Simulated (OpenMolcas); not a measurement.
Ag VI: effect of the active space

| Item | Value |
| --- | --- |
| Program | OpenMolcas |
| Method | CASSCF or its RAS form |
| Basis | ANO-R2 |
| Scalar Hamiltonian | X2C, finite nucleus |
| Spin-orbit coupling | state interaction with AMFI integrals over the reference wave functions, term energies averaged over their components |

A. 6 electrons in 5 orbitals (4d); 2S+1 = 5 even, 5 roots; 2S+1 = 3 even, 45 roots; 2S+1 = 1 even, 50 roots; cost of the order of 18 core-seconds
B. 12 electrons in 8 orbitals (RAS1 4p, at most 2 holes; RAS2 4d); 2S+1 = 5 even, 5 roots; 2S+1 = 3 even, 45 roots; 2S+1 = 1 even, 49 roots; cost of the order of 60 core-seconds
C. 6 electrons in 10 orbitals (4d 5d); 2S+1 = 5 even, 5 roots; 2S+1 = 3 even, 45 roots; 2S+1 = 1 even, 49 roots; cost of the order of 4 core-minutes

Energies in cm⁻¹ above 4d⁶ ⁵D₄, the measured ground level; measured values from the list in Gamrath, thesis, University of Mons (2023).

| Level | A | B | C | Measured |
| --- | --- | --- | --- | --- |
| 4d⁶ ⁵D₄ | 0.0 | 0.0 | 0.0 | 0.0 |
| 4d⁶ ⁵D₃ | 2525 | 2567 | 2484 | 2692 |
| 4d⁶ ⁵D₂ | 3882 | 3840 | 3796 | 3953 |
| 4d⁶ ⁵D₁ | 4818 | 4764 | 4706 | 4941 |
| 4d⁶ ⁵D₀ | 5255 | 5181 | 5130 | 5380 |
| 4d⁶ ³H₆ | 24367 | 25864 | 24110 | 21512 |
| 4d⁶ ³H₅ [73 %] | 24947 | 26134 | 24657 | 21812 |
| 4d⁶ ³P₂(1) | 25482 | 22646 | 25124 | 21042 |
| 4d⁶ ³F₃(1) | 28490 | 27453 | 28125 | 24441 |
| 4d⁶ ³F₂(1) | 29593 | 28359 | 29216 | 25306 |
| 4d⁶ ³G₅ [73 %] | 31671 | 32188 | 31377 | 27958 |
| 4d⁶ ³P₁(1) | 32507 | 29879 | 32176 | 28232 |
| 4d⁶ ³P₀(1) [71 %] | 33313 | 30075 | 32942 |  |
| 4d⁶ ³G₄ | 33701 | 33690 | 33351 | 29660 |
| 4d⁶ ³G₃ | 34403 | 34357 | 34040 | 30361 |
| 4d⁶ ¹I₆ | 38144 | 40272 | 37735 | 34194 |
| 4d⁶ ³D₂ | 38884 | 37043 | 38424 | 32650 |
| 4d⁶ ³D₁ | 39474 | 37742 | 39029 | 33558 |
| 4d⁶ ³D₃ | 39672 | 38087 | 39262 | 33509 |
| 4d⁶ ¹G₄(1) | 41841 | 40727 | 41434 | 37481 |
| 4d⁶ ¹D₂(1) | 49177 | 46625 | 48705 | 41372 |
| 4d⁶ ¹F₃ | 53714 | 51910 | 53109 | 44724 |
| 4d⁶ ³P₀(2) | 60437 | 56668 | 59849 |  |
| 4d⁶ ³P₁(2) | 62177 | 58276 | 61271 | 51664 |

Deviations, from unrounded energies. A percentage is the sum of absolute deviations over the sum of measured energies, with the sign that they share, or ± where signs differ.

```tsv
Against measurement	Levels	A	B	C
mean absolute deviation (cm-1)	21	4300	3400	3900
fine structure of the ground term (%)	4	-2.9	-3.6	-5.0
other terms of the ground configuration (%)	17	+16.5	+13.3	+15.1
```

B lies closest to measurement on these levels and A furthest from it. The largest miss of B in the table is 4d⁶ ¹F₃, by +7200 cm-1. The ranking rests on the paired levels alone, and a cruder setting can come out closer through cancelling errors.

The spin-orbit steps hold different terms of 4d⁶ (B lacks a ¹S; C lacks a ¹S), which shifts levels as well.

Among A to C the level of the table that moves most is 4d⁶ ³P₁(2), by 3900 cm-1 (lowest in B, highest in A).

Without dynamic correlation excited terms often stand tens of per cent too high (terms of higher spin than the ground term too low), and those without a measured partner can miss by more than the paired ones. Some levels mix across a computed gap that differs much from the measured one, so their mixing is not that of the real levels (holds for A; B). Active for correlation alone: 4p; no level in the range computed is led by a configuration that opens it, so any true level of that kind is missing (holds for B). Active for correlation alone: 5d; no level in the range computed is led by a configuration that fills it, so any true level of that kind is missing (holds for C). Measured partners are found by configuration, term and J. A level has none where our copy of the source lacks it or the pairing is in doubt (some pairs that miss far off the trend of their configuration count as doubtful), and it then counts in no deviation. Levels of configurations outside the active space are missing. The table leaves out levels that lie high or whose names do not pair safely across all columns.

A share in square brackets marks a mixed level and gives the weight of the term that names it, the lowest over the columns. A number in round brackets counts repeated terms of one configuration in the order of the reference energies.
